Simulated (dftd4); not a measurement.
C6H5Cl, triplet, geometry from GFN2-xTB (a higher spin typed on purpose: for a closed-shell molecule this is an excited state); D4 for revpbe (dftd4).

Input for dftd4:
```
$ dftd4 mol.xyz --func revpbe --charge 0 --json dftd4.json --noedisp

# file mol.xyz
12

Cl     1.83420093     0.13297747     0.85980151
C      0.69519421     0.06386758    -0.51905163
C     -0.15472342     1.24542738    -0.54799587
C     -1.46579958     1.11262529    -0.20666758
C     -2.03896329    -0.16252941    -0.03304804
C     -1.27092044    -1.32427420    -0.24550767
C      0.04373298    -1.23620462    -0.58754892
H      0.28836736     2.20789803    -0.74877237
H     -2.09914331     1.98670807    -0.14628794
H     -3.09818260    -0.25014280     0.14937375
H     -1.75718645    -2.28934981    -0.21444114
H      0.63360642    -2.10920265    -0.81757972
```

The log (banner, timings and long lists left out):

```
                    ____  _____ _____     ____  _  _
      -------------|  _ \|  ___|_   _|---|  _ \| || |------------
     |             | | | | |_    | | ___ | | | | || |_           |
     |             | |_| |  _|   | ||___|| |_| |__   _|          |
     |             |____/|_|     |_|     |____/   |_|            |
     |             ===================================           |
     |            E. Caldeweyher, S. Ehlert & S. Grimme          |
     |          Mulliken Center for Theoretical Chemistry        |
     |                    University of Bonn                     |
      -----------------------------------------------------------

Rational (Becke-Johnson) damping: revpbe-D4-ATM
---------------------
  s6         1.0000
  s8         1.7468
  s9         1.0000
  a1         0.5363
  a2         3.0726
 alp        16.0000
--------------------

Dispersion energy:      -4.2980764940072E-02 Eh

[Info] JSON dump of results written to 'dftd4.json'
```
